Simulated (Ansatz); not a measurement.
Calculated with Ansatz (gas phase, PBE0-D4/def2-TZVP geometries, no zero-point term in ΔE). CBS: MP2 limit from def2 TZ/QZ plus the TZ coupled-cluster correction, frozen cores. This one scheme is used for every species. DFT in def2-TZVPP. Each species was taken in one conformer, which may not be the lowest.

`CN([SiH2]O)[SiH](O)F` → `CN[SiH2]O` + `O[Si]F`  (silylene formation by 1,1-elimination)

Q: Is it downhill or uphill in electronic energy at CCSD(T)/CBS, and by how much? (Estimate.)

A: Ansatz gave: Uphill: ΔE = +219.0 kJ/mol.

Q: What do these levels give: PBE-D4, ωB97X-V, ωB97M-V, B2PLYP, PBE0, MP2/def2-TZVPP, SCS-MP2/def2-TZVPP, CCSD(T)/def2-TZVPP, SCS-MP2/def2-QZVPP, HF/CBS(def2), MP2/CBS(def2), CCSD/CBS(def2)? (Best estimate.)

A: The calculation gave: PBE-D4 197.4, ωB97X-V 221.0, ωB97M-V 205.4, B2PLYP 202.1, PBE0 205.2, MP2/def2-TZVPP 230.3, SCS-MP2/def2-TZVPP 220.1, CCSD(T)/def2-TZVPP 216.1, SCS-MP2/def2-QZVPP 222.5, HF/CBS(def2) 211.9, MP2/CBS(def2) 233.2, CCSD/CBS(def2) 217.5 kJ/mol.

Largest T1 diagnostic among the species: 0.015.

In def2-TZVPP, CCSD(T) changes the Hartree–Fock value by +4.5 kJ/mol (the triples alone add +1.5 kJ/mol) and MP2 by +18.7 kJ/mol. From PBE to PBE0 (25 % exact exchange), in def2-TZVPP and without D4, ΔE moves by +23.3 kJ/mol.
